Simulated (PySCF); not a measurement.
## The potential of point charges around `C/C(C(=O)F)=C(\C)C(F)(F)F`

Species: `C/C(C(=O)F)=C(\C)C(F)(F)F`. Coordinates (GFN2-xTB, Å) and charges (e) from the PBE0/pcSseg-1 density (PySCF):

```csv
atom,x,y,z,Mulliken,IAO,Hirshfeld,ESP-fitted
C1,-1.660,1.086,-0.367,-0.1468,-0.4289,-0.1106,-0.4580
C2,-0.777,-0.081,-0.036,-0.3234,-0.0428,-0.0026,-0.0666
C3,-1.532,-1.338,0.177,+0.6144,+0.6036,+0.2269,+0.7146
O4,-2.490,-1.718,-0.398,-0.3348,-0.3747,-0.2108,-0.4450
F5,-1.057,-2.047,1.235,-0.2688,-0.2797,-0.0914,-0.2553
C6,0.557,0.006,0.046,-0.3976,-0.0155,-0.0098,-0.0038
C7,1.331,1.278,-0.067,-0.1312,-0.4296,-0.1166,-0.4583
C8,1.432,-1.217,0.219,+0.9068,+0.7971,+0.2559,+0.5328
F9,2.643,-1.024,-0.332,-0.2731,-0.2837,-0.0843,-0.1834
F10,0.936,-2.313,-0.369,-0.2676,-0.2723,-0.0856,-0.1884
F11,1.657,-1.515,1.507,-0.2652,-0.2730,-0.0969,-0.1775
H12,-1.873,1.668,0.529,+0.1524,+0.1639,+0.0557,+0.1673
H13,-2.602,0.717,-0.766,+0.1536,+0.1764,+0.0522,+0.1618
H14,-1.191,1.734,-1.103,+0.1407,+0.1584,+0.0543,+0.1625
H15,0.705,2.137,0.147,+0.1357,+0.1580,+0.0549,+0.1617
H16,2.164,1.258,0.634,+0.1488,+0.1715,+0.0532,+0.1663
H17,1.751,1.381,-1.068,+0.1560,+0.1713,+0.0554,+0.1692
```

Points outside the species (Å): A (-2.8, 1.9, 3.8); B (2.7, -4.7, -3.2); C (0.9, 0.2, 8.6); D (4.0, 2.2, 5.4).

Q: Find the potential V = 14.3996 V·Å × Σ q/r of each set of charges at these points.

A: In volts:

```json
{"point": "A", "nearest atom": "H12", "distance (Å)": "3.41", "Mulliken": "+0.201", "IAO": "+0.249", "Hirshfeld": "+0.111", "ESP-fitted": "+0.216"}
{"point": "B", "nearest atom": "F10", "distance (Å)": "4.10", "Mulliken": "-0.307", "IAO": "-0.243", "Hirshfeld": "-0.084", "ESP-fitted": "-0.163"}
{"point": "C", "nearest atom": "F11", "distance (Å)": "7.34", "Mulliken": "-0.059", "IAO": "-0.026", "Hirshfeld": "-0.001", "ESP-fitted": "-0.005"}
{"point": "D", "nearest atom": "H16", "distance (Å)": "5.19", "Mulliken": "+0.071", "IAO": "+0.074", "Hirshfeld": "+0.055", "ESP-fitted": "+0.080"}
```

Q: How far are the other sets from the ESP-fitted one at these points?

A: Root-mean-square difference: IAO 0.045 V, Hirshfeld 0.067 V, Mulliken 0.078 V. The ESP scheme fits charges at the nuclei, held to the total charge, to the electrostatic potential on points at 1.4 to 2.0 times the van der Waals radii.

Q: What energy would a point charge of +3 e have at A in the field of the ESP charges, leaving out polarisation?

A: +0.647 eV = +62.5 kJ/mol, a repulsion.

One conformer (not necessarily the lowest) at the GFN2-xTB geometry, without solvent, vibrations or thermal averaging.

These values come from a run that also computed NMR shieldings. The run took about 2.1 min of CPU time (one thread, shared machine).

Conformer computed: `[CH3:1]/[C:2]([C:3](=[O:4])[F:5])=[C:6](\[CH3:7])[C:8]([F:9])([F:10])[F:11]`: C1–C2–C3–O4 37°, C2–C6–C8–F9 151°.
